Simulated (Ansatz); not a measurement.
NbSeCl3. The state is a triplet with charge 0. Geometry PBE0-D4/def2-SVP, that of the neutral singlet; atoms count from 1.

```xyz
5

Nb   -0.020   -0.014    0.010
Se    1.715    1.163   -0.812
Cl    0.737   -2.070    0.600
Cl   -1.598   -0.173   -1.614
Cl   -0.833    1.094    1.816
```

In the def2 sets Nb takes a core potential; there is no spin–orbit coupling. At PBE0-D4/def2-TZVP a singlet of charge 0 lies 2.45 eV below the triplet at the same geometry.

Q: Estimate the Mulliken populations from the PBE0/def2-TZVP orbitals of Ansatz.

A: 
```
atom  charge (e)  spin (α − β)  d electrons
 Nb1        1.18          0.88         3.19
 Se2       -0.17          0.97            –
 Cl3       -0.33          0.07            –
 Cl4       -0.35          0.02            –
 Cl5       -0.33          0.07            –
```
Mulliken values and Mayer orders depend strongly on the basis.

Q: Where does the spin sit?

A: Summed by element: Nb 0.88, Se 0.97, Cl 0.15, of 2 unpaired in all. Largest on single atoms: Se2 0.97, Nb1 0.88, Cl3 0.07.

Q: And the Mayer bond orders between bonded heavy atoms (over 0.3)?

A: Nb1–Se2 1.34 (2.25 Å); Nb1–Cl3 1.08 (2.27 Å); Nb1–Cl4 1.05 (2.27 Å); Nb1–Cl5 1.08 (2.27 Å).
